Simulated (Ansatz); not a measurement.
C₂H₈BNO, SMILES `CB(O)CN`. The species carries charge 0 and has multiplicity 1. All single points use the PBE0-D4/def2-TZVP geometry. It is one conformer, not always the lowest.

```xyz
13

C    -1.024    1.296    0.239
B    -0.540   -0.159    0.548
O    -1.275   -0.900    1.425
C     0.739   -0.806   -0.123
N     1.493    0.101   -0.978
H    -0.198    2.006    0.349
H    -1.343    1.375   -0.808
H    -1.859    1.608    0.867
H    -0.928   -1.786    1.564
H     1.397   -1.138    0.693
H     0.419   -1.738   -0.627
H     2.227   -0.385   -1.477
H     0.892    0.525   -1.672
```

Problem. What is the dipole moment at B3LYP/def2-TZVPP? (Estimate.)

Solution. Ansatz gave: 2.08 D, with components (0.53, -1.73, -1.02) D in this frame, pointing from negative to positive charge.

Problem. And with PBE, r2SCAN, ωB97M-V? (An estimate is asked.)

Solution. Computed: PBE 2.01 D, r2SCAN 2.04 D, ωB97M-V 2.10 D.

Problem. Give the Mulliken charges with B3LYP, r2SCAN, PBE in def2-TZVPP. (Best estimate.)

Solution. Computed: 
| atom | B3LYP | r2SCAN | PBE |
| --- | --- | --- | --- |
| C1 | -0.36 | -0.29 | -0.39 |
| B2 | 0.22 | 0.28 | 0.20 |
| O3 | -0.28 | -0.30 | -0.24 |
| C4 | -0.13 | -0.06 | -0.17 |
| N5 | -0.33 | -0.37 | -0.33 |
| H6 | 0.12 | 0.09 | 0.12 |
| H7 | 0.08 | 0.06 | 0.09 |
| H8 | 0.10 | 0.07 | 0.10 |
| H9 | 0.18 | 0.19 | 0.18 |
| H10 | 0.08 | 0.05 | 0.08 |
| H11 | 0.07 | 0.04 | 0.08 |
| H12 | 0.12 | 0.12 | 0.13 |
| H13 | 0.13 | 0.13 | 0.14 |

B3LYP here is the variant with VWN-RPA as its local correlation; programs differ in this.
